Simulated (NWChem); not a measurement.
# CrN₂H₃SCl; SMILES [NH]=[Cr]([NH2])(=[S])[Cl]

```xyz
8

Cr     0.3275    -0.0586    -0.0518
N      1.2352    -0.0058    -1.3407
H      1.3700    -0.3985    -2.2775
S     -0.9448    -1.5572    -0.1667
Cl    -0.7513     1.8042     0.1109
N      1.4074    -0.2786     1.3186
H      2.4175    -0.1937     1.2584
H      1.0862    -0.6649     2.2030
```
Atoms are numbered in this order, from 1.

Results from NWChem. The geometry was optimised at PBE0/def2-SVP. Not confirmed as a minimum by frequencies. Vzz is the largest principal value of the second derivative of the potential at the nucleus (NWChem prints the opposite sign); η is the asymmetry. Non-relativistic.

For level B3LYP/def2-SVP:

```
Quantity        Result
--------------  ------
Vzz Cr1 (a.u.)   0.283
η Cr1             0.96
Vzz N2 (a.u.)   -0.252
η N2              0.47
Vzz S4 (a.u.)    0.725
η S4              0.86
```

Question: Estimate the same quantities for level Hartree-Fock/def2-SVP.

Answer: 
- Vzz Cr1 (a.u.): 0.454
- η Cr1: 0.15
- Vzz N2 (a.u.): 0.803
- η N2: 0.63
- Vzz S4 (a.u.): 1.906
- η S4: 0.58
